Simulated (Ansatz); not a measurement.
CH4AlNO2, relaxed with RKS PBE0-D4/def2-TZVP in Ansatz 0.2.0 from a PBE-D4/def2-SVP geometry. The force threshold is 0.005 eV/Å; the program also tests the step.

Total charge 0; spin multiplicity 1. The bonds changed during the relaxation, so this is another structure than the one it started from.

Start:

```xyz
9

N     0.086    0.433   -2.052
C     0.250   -0.245   -0.906
O    -0.159    0.159    0.194
Al    0.184   -1.007    1.980
O    -0.566    0.290    2.900
H    -0.396    1.335   -2.040
H     0.439    0.070   -2.937
H     0.791   -1.221   -1.005
H    -0.628    0.186    3.866
```

```
step  energy (eV)  largest force (eV/Å)  largest move (Å)
   1  -13277.1939                 0.998             0.000
   2  -13277.2360                 0.229             0.044
   3  -13277.2401                 0.114             0.030
   4  -13277.2407                 0.112             0.032
   5  -13277.2412                 0.067             0.010
   6  -13277.2415                 0.036             0.014
   7  -13277.2417                 0.004             0.009
```

End:

```xyz
9

N     0.084    0.426   -2.029
C     0.250   -0.236   -0.890
O    -0.138    0.185    0.195
Al    0.203   -0.984    1.942
O    -0.557    0.270    2.866
H    -0.381    1.320   -2.022
H     0.416    0.050   -2.899
H     0.766   -1.203   -0.977
H    -0.642    0.173    3.815
```

Run time 36 s (2 threads of an Arm Neoverse V1 on a shared host); peak host memory 0.4 GiB.
